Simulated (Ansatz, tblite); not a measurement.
Series GeH2X2: gap (eV) at several levels, gas phase, relaxed structures; Ansatz, xTB through tblite. The structures are stationary points that may keep the symmetry of their start.

| species | state | geometry | GFN1-xTB | GFN2-xTB | PBE-D4/def2-SVP | PBE-D4/def2-TZVP | r2SCAN-D4/def2-TZVP | PBE0-D4/def2-SVP |
| --- | --- | --- | --- | --- | --- | --- | --- | --- |
| Ge(OAc)2H2 (C4H8GeO4) | singlet | r2SCAN-D4/def2-SVP | 5.54 | 4.98 | 5.34 | 5.37 | 5.97 | 8.15 |
| Ge(eta1-allyl)2H2 (C6H12Ge) | singlet | PBE-D4/def2-SVP | 4.26 | 4.35 | 4.61 | 4.51 | 4.89 | 6.65 |
| GeH2(OiPr)2 (C6H16GeO2) | singlet | PBE-D4/def2-SVP | 6.09 | 7.31 | 6.06 | 5.89 | 6.58 | 8.61 |

Over the 3 species that have every level, the mean is 5.29 at GFN1-xTB, 5.55 at GFN2-xTB, 5.34 at PBE-D4/def2-SVP, 5.25 at PBE-D4/def2-TZVP, 5.81 at r2SCAN-D4/def2-TZVP, 7.80 at PBE0-D4/def2-SVP. Orbital gaps grow with the share of exact exchange and aren't one observable across functionals.
